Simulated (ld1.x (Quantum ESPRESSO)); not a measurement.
## W (Z = 74): TM pseudisation with revPBE, scalar-relativistic reference atom.

ld1.x (Quantum ESPRESSO) 7.5 was run on this input:

```
&input
   title='W', zed=74., rel=1, dft='REVPBE', iswitch=3,
   config='[Xe] 4f14 5d4 6s2 6p0',
   nld=3, rlderiv=2.85, eminld=-2.0, emaxld=5.0, deld=0.02
 /
 &inputp
   pseudotype=2, tm=.true., lloc=-1, rcloc=2.00,
   nlcc=.false.,
   file_pseudopw='W.UPF', file_wfcaegen='ae.wfc', file_wfcncgen='nc.wfc', file_beta='beta', file_chi='chi'
 /
3
6S  1  0   2.00   0.00  2.50  2.50  0.0
6P  2  1   0.00   0.00  2.60  2.60  0.0
5D  3  2   4.00   0.00  2.55  2.55  0.0
 &test
   configts(1)='5d4 6s2 6p0'
 /
```

Command:

```bash
ld1.x < W.in > W.out
```

The program printed (shortened: banner, matrices, multipoles, cross overlaps and the repeated all-electron block are left out):

```
Program LD1 v.7.5
     --------------------------- All-electron run ----------------------------

     W
     scalar relativistic calculation

     atomic number is 74.00
     dft =REVPBE   lsd =0 sic =0 latt =0  beta=0.20 tr2=1.0E-14
     Exchange-correlation= REVPBE
                           (   1   4   4   4   0   0   0)
     mesh =1273 r(mesh) =  99.08072 a.u. xmin = -7.00 dx = 0.01250
     1 Ry =  13.60569312 eV, c = 137.03599908

     n l     nl                  e(Ry)          e(Ha)          e(eV)
     1 0     1S 1( 2.00)     -5108.1584     -2554.0792    -69500.0349
     2 0     2S 1( 2.00)      -881.6511      -440.8255    -11995.4741
     2 1     2P 1( 6.00)      -770.9173      -385.4586    -10488.8641
     3 0     3S 1( 2.00)      -203.0521      -101.5260     -2762.6643
     3 1     3P 1( 6.00)      -170.2666       -85.1333     -2316.5947
     4 0     4S 1( 2.00)       -41.8916       -20.9458      -569.9649
     4 1     4P 1( 6.00)       -31.1405       -15.5703      -423.6885
     3 2     3D 1(10.00)      -132.6006       -66.3003     -1804.1230
     5 0     5S 1( 2.00)        -5.8084        -2.9042       -79.0274
     5 1     5P 1( 6.00)        -3.1723        -1.5862       -43.1619
     4 2     4D 1(10.00)       -17.5230        -8.7615      -238.4120
     4 3     4F 1(14.00)        -2.4372        -1.2186       -33.1600
     5 2     5D 1( 4.00)        -0.3255        -0.1628        -4.4293
     6 0     6S 1( 2.00)        -0.4156        -0.2078        -5.6548
     6 1     6P 1( 0.00)        -0.0978        -0.0489        -1.3303

     final scf error:  3.1E-15 reached in  33 iterations

     Etot =  -32285.737442 Ry,  -16142.868721 Ha, -439269.835890 eV

     Ekin =   35581.783216 Ry,   17790.891608 Ha,  484114.823209 eV
     Encl =  -79833.977488 Ry,  -39916.988744 Ha,-1086196.598483 eV
     Eh   =   12612.540022 Ry,    6306.270011 Ha,  171602.349047 eV
     Exc  =    -646.083194 Ry,    -323.041597 Ha,   -8790.409664 eV

     normalization and overlap integrals

     s(1S/1S) =  1.000000  <r> =   0.0183  <r2> =    0.0005  r(max) =   0.0115
     s(2S/2S) =  1.000000  <r> =   0.0776  <r2> =    0.0071  r(max) =   0.0653
     s(2P/2P) =  1.000000  <r> =   0.0694  <r2> =    0.0059  r(max) =   0.0541
     s(3S/3S) =  1.000000  <r> =   0.2010  <r2> =    0.0462  r(max) =   0.1842
     s(3P/3P) =  1.000000  <r> =   0.2013  <r2> =    0.0470  r(max) =   0.1842
     s(4S/4S) =  1.000000  <r> =   0.4495  <r2> =    0.2281  r(max) =   0.4204
     s(4P/4P) =  1.000000  <r> =   0.4780  <r2> =    0.2599  r(max) =   0.4419
     s(3D/3D) =  1.000000  <r> =   0.1824  <r2> =    0.0390  r(max) =   0.1490
     s(5S/5S) =  1.000000  <r> =   1.0671  <r2> =    1.2797  r(max) =   0.9593
     s(5P/5P) =  1.000000  <r> =   1.2493  <r2> =    1.7712  r(max) =   1.0870
     s(4D/4D) =  1.000000  <r> =   0.5113  <r2> =    0.3030  r(max) =   0.4531
     s(4F/4F) =  1.000000  <r> =   0.6078  <r2> =    0.4644  r(max) =   0.4310
     s(5D/5D) =  1.000000  <r> =   2.0736  <r2> =    5.2806  r(max) =   1.4858
     s(6S/6S) =  1.000000  <r> =   3.1780  <r2> =   11.5567  r(max) =   2.6736
     s(6P/6P) =  1.000000  <r> =   4.9410  <r2> =   28.8921  r(max) =   3.7469

     ------------------------ End of All-electron run ------------------------

     --------------------- Generating NC pseudopotential ---------------------

      Generating local potential from pseudized AE potential:
      Matching radius rcloc =   2.0000

      Local pseudo, rcloc= 2.006 Estimated cut-off energy=     6.25 Ry

      Wfc   6S  rcut= 2.512  Using Troullier-Martins method

      Wfc   6P  rcut= 2.575  Using Troullier-Martins method

      Wfc   5D  rcut= 2.575  Using Troullier-Martins method

     ------------------- End of pseudopotential generation -------------------

     Computing logarithmic derivative in   2.86396
     Computing logarithmic derivative in   2.86396
     Computing the partial wave expansion
     R is outside the sphere for l=    0 j= 0.00
     R is outside the sphere for l=    1 j= 0.00
     R is outside the sphere for l=    2 j= 0.00

     ---------------------- Testing the pseudopotential ----------------------

     W
     scalar relativistic calculation

     atomic number is 74.00   valence charge is  6.00
     dft =REVPBE   lsd =0 sic =0 latt =0  beta=0.20 tr2=1.0E-14
     mesh =1273 r(mesh) =  99.08072 xmin = -7.00 dx = 0.01250

     n l     nl             e AE (Ry)        e PS (Ry)    De AE-PS (Ry)
     3 2     5D   1( 4.00)       -0.32555       -0.32555        0.00000
     1 0     6S   1( 2.00)       -0.41562       -0.41562        0.00000
     2 1     6P   1( 0.00)       -0.09777       -0.09777       -0.00000

     eps = 8.2E-15  iter = 12

     Etot =  -32285.737442 Ry,  -16142.868721 Ha, -439269.835890 eV
     Etotps =   -14.569043 Ry,      -7.284521 Ha,    -198.221922 eV

     Ekin =      12.824836 Ry,       6.412418 Ha,     174.490781 eV
     Encl =     -37.275696 Ry,     -18.637848 Ha,    -507.161679 eV
     Ehrt =      13.413685 Ry,       6.706843 Ha,     182.502482 eV
     Ecxc =      -3.393935 Ry,      -1.696967 Ha,     -46.176832 eV
     Epseu=      -0.137933 Ry,      -0.068966 Ha,      -1.876673 eV

     ---------------------- End of pseudopotential test ----------------------
```

Note: ghost states, extra bound levels that the all-electron valence spectrum of the same l lacks: s at -44.1 eV, p at -1.20 eV. A true bound ghost makes a file unfit for plane-wave use.

Generation and configuration tests took about 2.2 s on one core of a shared server CPU.

Transferability test of the new file with ld1.x, input:

```
&input
   title='W', zed=74., rel=1, dft='REVPBE', iswitch=2,
   config='[Xe] 4f14 5d4 6s2 6p0'
 /
 &test
   file_pseudo='W.UPF', nconf=8,
   configts(1)='5d4 6s2 6p0',
   configts(2)='5d4 6s1 6p0',
   configts(3)='5d4 6s0 6p0',
   configts(4)='5d3 6s0 6p0',
   configts(5)='5d4.5 6s1.5 6p0',
   configts(6)='5d4 6s0 6p2',
   configts(7)='5d3 6s2 6p1',
   configts(8)='5d2 6s0 6p0'
 /
```

```bash
ld1.x < W.test.in > W.test.out
```

Pseudopotential blocks of its output, shortened (energy terms left out; the distinct warnings before each block abridged to one line each):

```
     ---------------------- Testing the pseudopotential ----------------------

     n l     nl             e AE (Ry)        e PS (Ry)    De AE-PS (Ry)
     3 2     5D   1( 4.00)       -0.32555       -0.32555        0.00000
     1 0     6S   1( 2.00)       -0.41562       -0.41562        0.00000
     2 1     6P   1( 0.00)       -0.09777       -0.09777       -0.00000

     eps = 5.0E-15  iter = 14

     Etot =  -32285.737442 Ry,  -16142.868721 Ha, -439269.835890 eV
     Etotps =   -14.569043 Ry,      -7.284521 Ha,    -198.221921 eV

     ---------------------- End of pseudopotential test ----------------------

          Warning: n=2, l=1 expected 0 nodes, found 1
     ---------------------- Testing the pseudopotential ----------------------

     n l     nl             e AE (Ry)        e PS (Ry)    De AE-PS (Ry)
     3 2     5D   1( 4.00)       -0.85667       -0.85633       -0.00034
     1 0     6S   1( 1.00)       -0.88765       -0.88676       -0.00088
     2 1     6P   1( 0.00)       -0.49511       -0.63153        0.13641  !

     eps = 1.2E-15  iter = 26

     Etot =  -32285.090295 Ry,  -16142.545147 Ha, -439261.030996 eV
     Etotps =   -13.921845 Ry,      -6.960922 Ha,    -189.416349 eV
     dEtot_ae =       0.647148 Ry
     dEtot_ps =       0.647198 Ry,   Delta E=      -0.000050 Ry

     ---------------------- End of pseudopotential test ----------------------

          ---------------------- Testing the pseudopotential ----------------------

     n l     nl             e AE (Ry)        e PS (Ry)    De AE-PS (Ry)
     3 2     5D   1( 4.00)       -1.45372       -1.44927       -0.00446
     1 0     6S   1( 0.00)       -1.40533       -1.39472       -0.01061  !
     2 1     6P   1( 0.00)       -0.94827       -0.94827        0.00000

     eps = 3.4E-15  iter =  9

     Etot =  -32283.947940 Ry,  -16141.973970 Ha, -439245.488466 eV
     Etotps =   -12.783505 Ry,      -6.391752 Ha,    -173.928442 eV
     dEtot_ae =       1.789503 Ry
     dEtot_ps =       1.785538 Ry,   Delta E=       0.003965 Ry

     ---------------------- End of pseudopotential test ----------------------

          Warning: n=1, l=0 expected 0 nodes, found 1
     ---------------------- Testing the pseudopotential ----------------------

     n l     nl             e AE (Ry)        e PS (Ry)    De AE-PS (Ry)
     3 2     5D   1( 3.00)       -2.27869       -2.27647       -0.00222
     1 0     6S   1( 0.00)       -2.06894       -2.06894        0.00000
     2 1     6P   1( 0.00)       -1.52398       -1.52398        0.00000

     eps = 8.4E-15  iter =  7

     Etot =  -32282.089991 Ry,  -16141.044995 Ha, -439220.209782 eV
     Etotps =   -10.928568 Ry,      -5.464284 Ha,    -148.690737 eV
     dEtot_ae =       3.647452 Ry
     dEtot_ps =       3.640475 Ry,   Delta E=       0.006977 Ry

     ---------------------- End of pseudopotential test ----------------------

          ---------------------- Testing the pseudopotential ----------------------

     n l     nl             e AE (Ry)        e PS (Ry)    De AE-PS (Ry)
     3 2     5D   1( 4.50)       -0.27999       -0.27919       -0.00080
     1 0     6S   1( 1.50)       -0.39297       -0.39317        0.00020
     2 1     6P   1( 0.00)       -0.08886       -0.08886        0.00000

     eps = 3.3E-15  iter = 33

     Etot =  -32285.686723 Ry,  -16142.843362 Ha, -439269.145821 eV
     Etotps =   -14.517912 Ry,      -7.258956 Ha,    -197.526253 eV
     dEtot_ae =       0.050719 Ry
     dEtot_ps =       0.051131 Ry,   Delta E=      -0.000412 Ry

     ---------------------- End of pseudopotential test ----------------------

          BEWARE! Errors in PS-KS equations
     Warning: n=3, l=2 expected 0 nodes, found 1
     ---------------------- Testing the pseudopotential ----------------------

     n l     nl             e AE (Ry)        e PS (Ry)    De AE-PS (Ry)
     3 2     5D   1( 4.00)       -0.52112       -1.44927        0.92814  !
     1 0     6S   1( 0.00)       -0.55468       -0.55468        0.00000
     2 1     6P   1( 2.00)       -0.19871       -0.19871        0.00000

     eps = 3.2E-15  iter = 24

     Etot =  -32285.059574 Ry,  -16142.529787 Ha, -439260.613018 eV
     Etotps =   -13.180923 Ry,      -6.590462 Ha,    -179.335596 eV
     dEtot_ae =       0.677869 Ry
     dEtot_ps =       1.388119 Ry,   Delta E=      -0.710251 Ry

     ---------------------- End of pseudopotential test ----------------------

          BEWARE! Errors in PS-KS equations
     ---------------------- Testing the pseudopotential ----------------------

     n l     nl             e AE (Ry)        e PS (Ry)    De AE-PS (Ry)
     3 2     5D   1( 3.00)       -0.53513       -0.99015        0.45501  !
     1 0     6S   1( 2.00)       -0.54121       -0.96073        0.41951  !
     2 1     6P   1( 1.00)       -0.17188       -0.17188        0.00000

     eps = 6.4E-15  iter = 45

     Etot =  -32285.442472 Ry,  -16142.721236 Ha, -439265.822618 eV
     Etotps =   -14.094758 Ry,      -7.047379 Ha,    -191.768949 eV
     dEtot_ae =       0.294970 Ry
     dEtot_ps =       0.474285 Ry,   Delta E=      -0.179315 Ry

     ---------------------- End of pseudopotential test ----------------------

          ---------------------- Testing the pseudopotential ----------------------

     n l     nl             e AE (Ry)        e PS (Ry)    De AE-PS (Ry)
     3 2     5D   1( 2.00)       -3.18982       -3.18252       -0.00730  !
     1 0     6S   1( 0.00)       -2.79719       -2.79719        0.00000
     2 1     6P   1( 0.00)       -2.16764       -2.16764        0.00000

     eps = 6.0E-15  iter =  7

     Etot =  -32279.362743 Ry,  -16139.681372 Ha, -439183.103689 eV
     Etotps =    -8.204190 Ry,      -4.102095 Ha,    -111.623691 eV
     dEtot_ae =       6.374699 Ry
     dEtot_ps =       6.364853 Ry,   Delta E=       0.009847 Ry

     ---------------------- End of pseudopotential test ----------------------
```
